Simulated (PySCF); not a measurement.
Species: C₇H₈.
Numbering: `[CH3:1][c:2]1[cH:3][cH:4][cH:5][cH:6][cH:7]1`

Geometry (PBE0-D3(BJ)/def2-TZVP, Å), atoms numbered from 1 in this order:
```xyz
15
C7H8 angstrom
C      2.183   -0.198   -0.294
C      0.702   -0.058   -0.112
C     -0.140   -1.157   -0.257
C     -1.507   -1.039   -0.061
C     -2.059    0.186    0.283
C     -1.232    1.290    0.427
C      0.135    1.167    0.229
H      2.659   -0.537    0.631
H      2.421   -0.929   -1.069
H      2.641    0.753   -0.570
H      0.283   -2.119   -0.529
H     -2.145   -1.908   -0.182
H     -3.128    0.281    0.435
H     -1.653    2.253    0.691
H      0.775    2.036    0.339
```

Definitions: NICS(0) = −σiso at the ring centroid; NICS(1) = −σiso and NICS(1)zz = −σzz at ±1 Å along the ring normal z. Level: GIAO B97-2/pcSseg-2 (PySCF, non-relativistic, gas phase) on the PBE0-D3(BJ)/def2-TZVP geometry, one conformer.

Ring bond lengths (Å): C2–C3 1.392, C3–C4 1.386, C4–C5 1.387, C5–C6 1.387, C6–C7 1.387, C7–C2 1.392.

Problem. Give the NICS values of each ring in ppm.

Solution. 
```csv
ring,type,NICS(0),"NICS(1), two faces","NICS(1)zz, two faces",rms pucker (Å),"centre to ring atoms, mean (Å)"
C2–C3–C4–C5–C6–C7,6-membered carbocycle; formal bonds all aromatic,-8.3,-10.0 / -9.8,-29.0 / -28.6,0.00,1.39
```

Problem. What can be read from them?

Solution. 
- C2–C3–C4–C5–C6–C7: mean NICS(1)zz -28.8 ppm, shielded. For a flat ring without four-coordinate atoms the NICS criterion counts such a value as aromatic.

Problem. What does the geometric index give? HOMA = 1 − mean of α(R − Ropt)² over the ring bonds, with Krygowski's 1993 parameters (CC: Ropt 1.388 Å, α 257.7 Å⁻²).

Solution. 
- C2–C3–C4–C5–C6–C7: HOMA 1.00 = 1 − EN − GEO, with mean bond length 1.388 Å, EN = α(Ropt − mean)² = 0.000 and GEO = α × variance = 0.002. The geometric and the magnetic index point the same way.

Problem. At the first NICS(1) probe listed for ring C2–C3–C4–C5–C6–C7, 1 Å off the ring, how large is the induced field along the normal in 11.7 T applied along it?

Solution. NICSzz × B0 = -29.0 ppm × 11.7 T = -339 μT, against the applied field.

Problem. Give the inner angles of the rings.

Solution. 
- C2–C3–C4–C5–C6–C7: C2 118.3°, C3 121.0°, C4 120.2°, C5 119.5°, C6 120.2°, C7 121.0°; sum 720.0° against 720° for a flat convex ring.

Problem. How shielded are the nuclei of the rings and their hydrogens (means over atoms taken as equivalent)?

Solution. 
```tsv
atoms	environment	σ isotropic (ppm)
C2	substituted aromatic carbon	39.4
C3 (×2)	aromatic CH carbon	49.6
C4 (×2)	aromatic CH carbon	50.3
C5	aromatic CH carbon	53.6
H11 (×2)	aromatic hydrogen	24.16
H12 (×2)	aromatic hydrogen	24.10
H13	aromatic hydrogen	24.22
```

Problem. How do the values depend on the level or the medium?

Solution. 
```tsv
level	NICS(0), C2–C3–C4–C5–C6–C7	mean NICS(1)zz, C2–C3–C4–C5–C6–C7
B97-2/pcSseg-2, gas	-8.3	-28.8
KT3/pcSseg-2, gas	-8.2	-27.8
PBE0/pcSseg-2, gas	-8.2	-28.9
wB97X-D/pcSseg-2, gas	-8.1	-29.0
WP04/pcSseg-2, IEF-PCM chloroform	-8.7	-28.2
wB97X-D/pcSseg-2, IEF-PCM chloroform	-7.8	-29.0
```

The geometry is the same throughout; the continuum's cavity takes Bondi-type radii × 1.2.
